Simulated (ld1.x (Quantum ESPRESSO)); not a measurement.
# Reading a pseudo-wave (Pd (Z = 46))

Columns: radius, all-electron u(r) and pseudo u(r) of the 5s shell (level -3.32 eV) of palladium in the configuration [Kr] 4d10 5s0 5p0; PBE, scalar-relativistic, TM scheme, ld1.x (Quantum ESPRESSO) 7.5.

```
r (bohr)  all-electron  pseudo
   0.165        0.0114  0.0154
   0.330        0.1351  0.0321
   0.495       -0.0791  0.0516
   0.660       -0.2297  0.0754
   0.825       -0.2311  0.1053
   0.990       -0.1345  0.1429
   1.155        0.0004  0.1894
   1.320        0.1370  0.2450
   1.485        0.2579  0.3077
   1.650        0.3573  0.3735
   1.815        0.4349  0.4365
   1.980        0.4928  0.4909
   2.145        0.5337  0.5324
   2.310        0.5605  0.5602
   2.475        0.5757  0.5757
   2.640        0.5816  0.5816
   2.805        0.5801  0.5801
   2.970        0.5727  0.5727
   3.135        0.5609  0.5609
   3.300        0.5457  0.5457
   3.465        0.5280  0.5280
   3.630        0.5085  0.5085
   3.795        0.4878  0.4878
   3.960        0.4663  0.4663
   4.125        0.4445  0.4445
   4.290        0.4227  0.4227
```

Problem. How many radial nodes do the two functions have?

Solution. The all-electron 5s function has n − l − 1 = 4 (the table is too coarse to show those close to the nucleus); the pseudo-wave has 0, since the states of the same l below it are removed with the core.

Problem. At about which radius was the pseudo-wave matched?

Solution. 2.65 bohr. The columns agree to 0.0005 from 2.31 bohr on; several derivatives are matched, so the curves merge somewhat inside the radius.

Problem. Is the pseudo-wave norm-conserving?

Solution. Yes: the TM scheme keeps the norm inside the radius equal to the all-electron one, which fixes the energy derivative of the logarithmic derivative at the level.
